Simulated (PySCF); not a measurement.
Compound: C₆H₆F₂.
Atom-mapped SMILES: `[CH2:1]=[C:2]([F:3])/[CH:4]=[CH:5]/[CH:6]=[CH:7]\[F:8]` (hydrogens: H9, H10 on C1; H11 on C4; H12 on C5; H13 on C6; H14 on C7)

The same species was optimised twice, with GFN2-xTB and with PBE0-D3(BJ)/def2-SVP (PySCF), and the same property calculations (PySCF, gas phase) were run on both structures.

```tsv
coordinate	GFN2-xTB	PBE0-D3(BJ)/def2-SVP	change
C2–F3 (Å)	1.354	1.338	-0.016
C7–F8 (Å)	1.340	1.327	-0.013
C1=C2 (Å)	1.331	1.339	+0.008
C6=C7 (Å)	1.332	1.340	+0.008
C4=C5 (Å)	1.343	1.350	+0.007
C2–C4 (Å)	1.441	1.448	+0.007
C5–C6 (Å)	1.437	1.443	+0.006
C1–C2–F3 (°)	118.6	119.3	+0.7
F3–C2–C4 (°)	115.1	114.4	-0.7
C4–C5–C6 (°)	123.1	123.7	+0.6
C2–C4–C5 (°)	123.9	123.7	-0.2
C6–C7–F8 (°)	122.4	122.3	-0.1
C5–C6–C7 (°)	124.3	124.2	-0.1
C1–C2–C4 (°)	126.3	126.3	0.0
C1–C2–C4–C5 (°)	180	180	0
C4–C5–C6–C7 (°)	180	-179	+1
```

Rotational constants: A = 5959, B = 829.1, C = 727.8 MHz (GFN2-xTB) against A = 5991, B = 826.0, C = 726.0 MHz (PBE0-D3(BJ)/def2-SVP). Point groups within 0.08 Å: Cs and Cs.

On the GFN2-xTB structure: lowest singlet, TDDFT (eV) 4.90 [CAM-B3LYP/def2-SVPD]; lowest triplet, Tamm–Dancoff (eV) 2.55 [CAM-B3LYP/def2-SVPD]; isotropic polarisability (au) 90.8 [CAM-B3LYP/def2-SVPD]; HOMO (eV) -7.69 [CAM-B3LYP/def2-SVPD]; LUMO (eV) -0.70 [CAM-B3LYP/def2-SVPD]; dipole (D) 2.84 [CAM-B3LYP/def2-SVPD].

Question: What do these properties become on the PBE0-D3(BJ)/def2-SVP structure?

Answer: 
| property | level | on GFN2-xTB | on PBE0-D3(BJ)/def2-SVP | change |
| --- | --- | --- | --- | --- |
| lowest singlet, TDDFT (eV) | CAM-B3LYP/def2-SVPD | 4.90 | 4.86 | -0.04 |
| lowest triplet, Tamm–Dancoff (eV) | CAM-B3LYP/def2-SVPD | 2.55 | 2.51 | -0.04 |
| isotropic polarisability (au) | CAM-B3LYP/def2-SVPD | 90.8 | 92.0 | +1.2 |
| HOMO (eV) | CAM-B3LYP/def2-SVPD | -7.69 | -7.64 | +0.05 |
| LUMO (eV) | CAM-B3LYP/def2-SVPD | -0.70 | -0.69 | +0.01 |
| dipole (D) | CAM-B3LYP/def2-SVPD | 2.84 | 2.67 | -0.17 |
| energy, GFN2-xTB geometry as zero (kcal/mol) | CAM-B3LYP/def2-SVPD | 0.0 | -0.4 | -0.4 |

The heavy atoms differ by 0.015 Å rms after alignment. Among bonds between heavy atoms C2–F3 changes most (-0.016 Å). Changes are differences of the printed values. Neither structure is proved a minimum here.

Conformer computed: `[CH2:1]=[C:2]([F:3])/[CH:4]=[CH:5]/[CH:6]=[CH:7]\[F:8]`: C1–C2–C4–C5 180°, C4–C5–C6–C7 -179°.
